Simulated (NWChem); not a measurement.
System: C2H4ClNSi; SMILES N#CC[SiH2]Cl

NWChem input:

```
start job
memory heap 200 mb stack 900 mb global 1100 mb
geometry units angstroms noautosym nocenter noautoz
  N     -1.070831    -2.622566    -0.309050
  C     -0.229016    -1.939808     0.098501
  C      0.818738    -1.062124     0.578802
  Si     0.875789     0.615879    -0.306440
  Cl    -0.844340     1.666537     0.122357
  H      0.691310    -0.884646     1.659671
  H      1.800254    -1.548914     0.442697
  H      2.048456     1.364407     0.221978
  H      0.977926     0.415569    -1.775090
end
basis spherical
  * library sto-3g
end
dft
  xc hfexch
  iterations 150
end
property
  shielding
end
task dft property
```

Excerpt of the output:

```
             Northwest Computational Chemistry Package (NWChem) 7.3.0
             --------------------------------------------------------

                             Geometry "geometry" -> ""
                             -------------------------

 Output coordinates in angstroms (scale by  1.889725989 to convert to a.u.)

  No.       Tag          Charge          X              Y              Z
 ---- ---------------- ---------- -------------- -------------- --------------
    1 N                    7.0000    -1.07083100    -2.62256600    -0.30905000
    2 C                    6.0000    -0.22901600    -1.93980800     0.09850100
    3 C                    6.0000     0.81873800    -1.06212400     0.57880200
    4 Si                  14.0000     0.87578900     0.61587900    -0.30644000
    5 Cl                  17.0000    -0.84434000     1.66653700     0.12235700
    6 H                    1.0000     0.69131000    -0.88464600     1.65967100
    7 H                    1.0000     1.80025400    -1.54891400     0.44269700
    8 H                    1.0000     2.04845600     1.36440700     0.22197800
    9 H                    1.0000     0.97792600     0.41556900    -1.77509000

 Effective nuclear repulsion energy (a.u.)     246.0115266636

  xc_inp: hfexch multiplicative factor not found.
                              NWChem Property Module
                              ----------------------

  itol2e modified to match energy
  convergence criterion.

                                 NWChem DFT Module
                                 -----------------

 Summary of "ao basis" -> "ao basis" (spherical)
 ------------------------------------------------------------------------------
       Tag                 Description            Shells   Functions and Types
 ---------------- ------------------------------  ------  ---------------------
 N                           sto-3g                  3        5   2s1p
 C                           sto-3g                  3        5   2s1p
 Si                          sto-3g                  5        9   3s2p
 Cl                          sto-3g                  5        9   3s2p
 H                           sto-3g                  1        1   1s

  itol2e modified to match energy
  convergence criterion.

            General Information
            -------------------
          SCF calculation type: DFT
          Wavefunction type:  closed shell.
          No. of atoms     :     9
          No. of electrons :    54
           Alpha electrons :    27
            Beta electrons :    27
          Charge           :     0
          Spin multiplicity:     1
          Use of symmetry is: off; symmetry adaption is: off
          Maximum number of iterations: 150
          AO basis - number of functions:    37
                     number of shells:    23
          Convergence on energy requested:  1.00D-07
          Convergence on density requested:  1.00D-05
          Convergence on gradient requested:  5.00D-04

              XC Information
              --------------
                     Hartree-Fock (Exact) Exchange  1.000

      Superposition of Atomic Density Guess
      -------------------------------------

 Sum of atomic energies:        -869.84154174

      Non-variational initial energy
      ------------------------------

 Total energy =    -870.520630
 1-e energy   =   -1697.844456
 2-e energy   =     581.312300
 HOMO         =      -0.183274
 LUMO         =       0.270887

   convergence    iter        energy       DeltaE   RMS-Dens  Diis-err
 ---------------- ----- ----------------- --------- --------- ---------
 d= 0,ls=0.0,diis     1   -870.9370603409 -1.12D+03  3.91D-02  9.90D-01
 d= 0,ls=0.0,diis     2   -871.0037267605 -6.67D-02  1.84D-02  8.29D-01
 d= 0,ls=0.0,diis     3   -871.1102562022 -1.07D-01  2.99D-03  4.62D-03
 d= 0,ls=0.0,diis     4   -871.1115113734 -1.26D-03  1.12D-03  4.85D-04
 d= 0,ls=0.0,diis     5   -871.1116254546 -1.14D-04  2.53D-04  2.86D-05
  Resetting Diis
 d= 0,ls=0.0,diis     6   -871.1116314435 -5.99D-06  6.49D-05  2.32D-06
 d= 0,ls=0.0,diis     7   -871.1116318463 -4.03D-07  8.10D-06  5.23D-08
 d= 0,ls=0.0,diis     8   -871.1116318593 -1.30D-08  3.82D-06  1.72D-08

         Total DFT energy =     -871.111631859317
      One electron energy =    -1694.439950333981
           Coulomb energy =      643.810214463896
    Exchange-Corr. energy =      -66.493422652881
 Nuclear repulsion energy =      246.011526663649

 Numeric. integr. density =        0.000000000000

                       DFT Final Molecular Orbital Analysis
                       ------------------------------------

 Vector   25  Occ=2.000000D+00  E=-4.064022D-01
              MO Center= -4.9D-01, -2.1D+00, -1.8D-02, r^2= 2.1D+00
   Bfn.  Coefficient  Atom+Function         Bfn.  Coefficient  Atom+Function
  ----- ------------  ---------------      ----- ------------  ---------------
     3      0.401497  1 N  px                 5     -0.379275  1 N  pz
     8      0.364108  2 C  px                10     -0.346872  2 C  pz
     4     -0.266273  1 N  py                 9     -0.243692  2 C  py
    35     -0.200620  7 H  s                 34      0.182058  6 H  s
    31     -0.140854  5 Cl px                13     -0.122663  3 C  px

 Vector   26  Occ=2.000000D+00  E=-3.870797D-01
              MO Center= -4.9D-01,  1.5D+00, -8.3D-03, r^2= 2.0D+00
   Bfn.  Coefficient  Atom+Function         Bfn.  Coefficient  Atom+Function
  ----- ------------  ---------------      ----- ------------  ---------------
    33      0.777135  5 Cl pz                31      0.422669  5 Cl px
    32      0.361719  5 Cl py                36     -0.243422  8 H  s
    37      0.243843  9 H  s                 29     -0.209101  5 Cl pz
    27     -0.113764  5 Cl px                24     -0.104538  4 Si pz
    28     -0.097327  5 Cl py                22     -0.055443  4 Si px

 Vector   27  Occ=2.000000D+00  E=-3.704217D-01
              MO Center= -2.7D-01, -3.2D-01,  4.7D-02, r^2= 4.9D+00
   Bfn.  Coefficient  Atom+Function         Bfn.  Coefficient  Atom+Function
  ----- ------------  ---------------      ----- ------------  ---------------
    32      0.521618  5 Cl py                33     -0.320735  5 Cl pz
    14      0.311085  3 C  py                 4     -0.288875  1 N  py
     5      0.285029  1 N  pz                 9     -0.254351  2 C  py
    15     -0.202525  3 C  pz                23     -0.199188  4 Si py
    10      0.194912  2 C  pz                36     -0.153577  8 H  s

 Vector   28  Occ=0.000000D+00  E= 3.237891D-01
              MO Center=  1.3D-01,  4.2D-01, -4.2D-02, r^2= 3.3D+00
   Bfn.  Coefficient  Atom+Function         Bfn.  Coefficient  Atom+Function
  ----- ------------  ---------------      ----- ------------  ---------------
    21      0.886214  4 Si s                 31     -0.594181  5 Cl px
    22     -0.579739  4 Si px                30     -0.388917  5 Cl s
    32      0.384730  5 Cl py                36     -0.291693  8 H  s
     5     -0.256425  1 N  pz                24      0.254868  4 Si pz
    10      0.238162  2 C  pz                37     -0.228697  9 H  s

 Vector   29  Occ=0.000000D+00  E= 3.405191D-01
              MO Center= -7.5D-02, -1.2D+00, -1.1D-01, r^2= 3.9D+00
   Bfn.  Coefficient  Atom+Function         Bfn.  Coefficient  Atom+Function
  ----- ------------  ---------------      ----- ------------  ---------------
    23     -0.506892  4 Si py                 4      0.491866  1 N  py
     9     -0.468923  2 C  py                22      0.427596  4 Si px
    10      0.341808  2 C  pz                 5     -0.337322  1 N  pz
     8      0.291318  2 C  px                31      0.289343  5 Cl px
     3     -0.280390  1 N  px                35     -0.260698  7 H  s

[...]

          -----------------------------------------
          Chemical Shielding Tensors (GIAO, in ppm)
          -----------------------------------------

                                NWChem CPHF Module
                                ------------------

  scftype          =     RHF
  nclosed          =       27
  nopen            =        0
  variables        =      270
  # of vectors     =        3
  tolerance        = 0.10D-03
  level shift      = 0.00D+00
  max iterations   =       50
  max subspace     =       30

 SCF residual:    1.2621741285868068E-004

Iterative solution of linear equations
  No. of variables      270
  No. of equations        3
  Maximum subspace       30
        Iterations       50
       Convergence  1.0D-04

   iter   nsub   residual    time
   ----  ------  --------  ---------
     1      3    1.59D+00       6.0
     2      6    3.59D-01       6.6
     3      9    7.16D-02       7.0
     4     12    1.46D-02       7.4
     5     15    3.23D-03       7.8
     6     18    2.62D-04       8.5
     7     21    5.17D-05       9.0

      Atom:    1  N
        Diamagnetic
    325.1852     11.9672      6.5846
     11.9672    322.4321      5.5410
      6.5846      5.5410    314.1341

        Paramagnetic
   -191.3415    149.3234     81.8307
    149.3234   -251.4261     74.9373
     81.8307     74.9373   -333.3898

        Total Shielding Tensor
    133.8437    161.2906     88.4153
    161.2906     71.0059     80.4782
     88.4153     80.4782    -19.2557

           isotropic =      61.8647
          anisotropy =     372.2922

          Principal Components and Axis System
                 1           2           3
              310.0594    -67.7736    -56.6918

      1         0.7221      0.2475     -0.6460
      2         0.6020     -0.6850      0.4103
      3         0.3410      0.6852      0.6436

      Atom:    2  C
        Diamagnetic
    269.5792     12.6470      6.5779
     12.6470    269.2308      4.9754
      6.5779      4.9754    257.9429

        Paramagnetic
    -85.0788     89.1436     56.6139
     89.1436   -125.4972     42.8964
     56.6139     42.8964   -169.1873

        Total Shielding Tensor
    184.5004    101.7906     63.1918
    101.7906    143.7336     47.8718
     63.1918     47.8718     88.7556

           isotropic =     138.9965
          anisotropy =     238.4085

          Principal Components and Axis System
                 1           2           3
              297.9355     62.4663     56.5878

      1         0.7261     -0.3349     -0.6005
      2         0.5893      0.7531      0.2926
      3         0.3542     -0.5663      0.7442

      Atom:    3  C
        Diamagnetic
    245.9884      4.4766      2.9354
      4.4766    252.1915     -1.5129
      2.9354     -1.5129    241.9701

        Paramagnetic
      1.5283      1.4510      3.3845
      1.4510    -15.9834      7.3030
      3.3845      7.3030     -8.0156

        Total Shielding Tensor
    247.5167      5.9276      6.3199
      5.9276    236.2081      5.7902
      6.3199      5.7902    233.9545

           isotropic =     239.2264
          anisotropy =      21.3756

          Principal Components and Axis System
                 1           2           3
              253.4769    235.1202    229.0822

      1         0.8234     -0.5603     -0.0900
      2         0.4131      0.7005     -0.5819
      3         0.3891      0.4420      0.8083

      Atom:    4  Si
        Diamagnetic
    868.5658     -3.4740     -1.9988
     -3.4740    869.7857     -1.4561
     -1.9988     -1.4561    862.4947

        Paramagnetic
   -263.2473    -29.2789    -19.3086
    -29.2789   -264.0047     -8.7629
    -19.3086     -8.7629   -298.3978

        Total Shielding Tensor
    605.3184    -32.7528    -21.3074
    -32.7528    605.7810    -10.2189
    -21.3074    -10.2189    564.0969

           isotropic =     591.7321
          anisotropy =      71.1939

          Principal Components and Axis System
                 1           2           3
              639.1947    590.6832    545.3184

      1        -0.7267      0.4794      0.4920
      2         0.6774      0.6190      0.3974
      3         0.1140     -0.6221      0.7746

      Atom:    5  Cl
        Diamagnetic
   1133.2648     -5.4243     -1.7058
     -5.4243   1130.6173      0.8832
     -1.7058      0.8832   1125.8203

        Paramagnetic
     29.7286     91.5611     30.9403
     91.5611    132.5061    -32.8309
     30.9403    -32.8309    168.1962

        Total Shielding Tensor
   1162.9935     86.1367     29.2345
     86.1367   1263.1234    -31.9478
     29.2345    -31.9478   1294.0165

           isotropic =    1240.0445
          anisotropy =     122.2798

          Principal Components and Axis System
                 1           2           3
             1321.5643   1294.1632   1104.4058

      1         0.3147      0.4421      0.8400
      2         0.7684      0.4008     -0.4988
      3        -0.5572      0.8024     -0.2136

      Atom:    6  H
        Diamagnetic
     23.8255      0.1218      0.1796
      0.1218     26.9156      0.4558
      0.1796      0.4558     39.9712

        Paramagnetic
      2.2579      0.3071      0.4196
      0.3071      1.9768      0.0343
      0.4196      0.0343     -0.1870

        Total Shielding Tensor
     26.0834      0.4288      0.5993
      0.4288     28.8924      0.4900
      0.5993      0.4900     39.7842

           isotropic =      31.5866
          anisotropy =      12.3710

          Principal Components and Axis System
                 1           2           3
               39.8340     28.9264     25.9996

      1         0.0449      0.1382      0.9894
      2         0.0465      0.9890     -0.1402
      3         0.9979     -0.0523     -0.0380

      Atom:    7  H
        Diamagnetic
     37.8514     -6.0991     -0.0569
     -6.0991     29.8813     -0.4856
     -0.0569     -0.4856     23.4874

        Paramagnetic
      0.8103      0.9782      0.3426
      0.9782      1.5672      0.2374
      0.3426      0.2374      1.9787

        Total Shielding Tensor
     38.6617     -5.1208      0.2857
     -5.1208     31.4485     -0.2481
      0.2857     -0.2481     25.4661

           isotropic =      31.8587
          anisotropy =      14.2025

          Principal Components and Axis System
                 1           2           3
               41.3271     28.7940     25.4552

      1         0.8873      0.4611     -0.0083
      2        -0.4606      0.8870      0.0343
      3         0.0232     -0.0266      0.9994

      Atom:    8  H
        Diamagnetic
     36.2577      5.3483      3.1238
      5.3483     30.4083      1.7614
      3.1238      1.7614     26.2834

        Paramagnetic
     -1.4502     -1.4266     -1.0650
     -1.4266     -0.4871     -0.7054
     -1.0650     -0.7054     -0.2232

        Total Shielding Tensor
     34.8076      3.9216      2.0588
      3.9216     29.9211      1.0560
      2.0588      1.0560     26.0602

           isotropic =      30.2629
          anisotropy =      10.7869

          Principal Components and Axis System
                 1           2           3
               37.4542     27.7464     25.5882

      1         0.8576     -0.4778     -0.1905
      2         0.4743      0.8778     -0.0663
      3         0.1989     -0.0336      0.9794

      Atom:    9  H
        Diamagnetic
     26.2315     -0.5826     -2.6407
     -0.5826     27.0116      0.7260
     -2.6407      0.7260     39.4016

        Paramagnetic
      0.8317     -0.2482     -0.0523
     -0.2482      0.3896     -0.0917
     -0.0523     -0.0917     -3.5450

        Total Shielding Tensor
     27.0632     -0.8308     -2.6930
     -0.8308     27.4012      0.6343
     -2.6930      0.6343     35.8566

           isotropic =      30.1070
          anisotropy =       9.8765

          Principal Components and Axis System
                 1           2           3
               36.6913     27.6222     26.0075

      1        -0.2755     -0.3895      0.8789
      2         0.0900      0.8998      0.4270
      3         0.9571     -0.1967      0.2128
```

Level: Hartree-Fock/STO-3G, GIAO. STO-3G and 3-21G are far too small for this property and stand as cheap habits. Structure relaxed at the PBE0/def2-SVP level. The printed shielding anisotropy is the first printed principal value minus the mean of the other two.
